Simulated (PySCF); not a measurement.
Electronic structure of W(50+) (tungsten, charge +50) at the UHF level

Configuration: [Ar] 3d6, high-spin 5D determinant. Calculation: PySCF 2.14, in an even-tempered Gaussian basis (17 s from 12 bohr⁻², ratio 2.5; 13 p from 15 bohr⁻², ratio 2.5; 7 d from 15 bohr⁻², ratio 2.5; 4 f from 59 bohr⁻², ratio 2.7; 3 g from 88 bohr⁻², ratio 2.7); the spin-free X2C one-electron Hamiltonian (Gaussian nucleus).

```json
{
 "Total energy": "-14028.597806 hartree",
 "One-electron energy": "-16023.8436 hartree",
 "Hartree (Coulomb) energy": "2212.2482 hartree",
 "Exchange energy": "-217.0024 hartree",
 "⟨S²⟩": "6.0002",
 "⟨L²⟩": "6.001",
 "Sum of ⟨r⟩": "3.155 bohr",
 "Sum of ⟨r²⟩": "0.5912 bohr²",
 "Traceless quadrupole moment −½Σ⟨3z² − r²⟩ along its main axis": "0.00958 e·bohr²"
}
```

| shell | electrons | mean orbital energy (hartree) | spread (hartree) | rms radius, mean of both spins (bohr) |
| --- | --- | --- | --- | --- |
| 1s α | 1 | -2679.92563 | 0 | 0.0208 |
| 1s β | 1 | -2679.89927 | 0 | 0.0208 |
| 2s α | 1 | -557.61787 | 0 | 0.0834 |
| 2s β | 1 | -556.28855 | 0 | 0.0834 |
| 2p α | 3 | -502.86151 | 0.33706 | 0.0757 |
| 2p β | 3 | -501.50386 | 0.07515 | 0.0757 |
| 3s α | 1 | -204.42272 | 0 | 0.206 |
| 3s β | 1 | -202.85050 | 0 | 0.206 |
| 3p α | 3 | -187.78272 | 0.40258 | 0.206 |
| 3p β | 3 | -185.85040 | 0.17536 | 0.206 |
| 3d α | 5 | -169.93851 | 0.56447 | 0.184 |
| 3d β | 1 | -168.65949 | 0 | 0.184 |

Spin-orbit coupling is strong in this species (close to jj coupling), so the high-spin LS determinant is a model state, not a physical level.

Densities and radii are taken from the X2C orbitals without a picture-change correction, which distorts them close to the nucleus.

Spin-orbit constants ζ (cm⁻¹) from the X2C one-electron operator on these orbitals: bare nucleus, nucleus screened by l(l+1)(2l+1)/3 electrons, and screened by the Breit-Pauli mean field of the electrons.

| shell | bare | screened nucleus | mean field |
| --- | --- | --- | --- |
| 2p | 6883000 | 6697000 | 6630000 |
| 3p | 1667000 | 1622000 | 1606000 |
| 3d | 265600 | 229700 | 226700 |

To first order the Landé constant is A = -56670 cm⁻¹, so the lowest level has J = 4 and lies 28.1 eV below the centre of the term. This holds in LS coupling only, and this species is close to jj coupling.
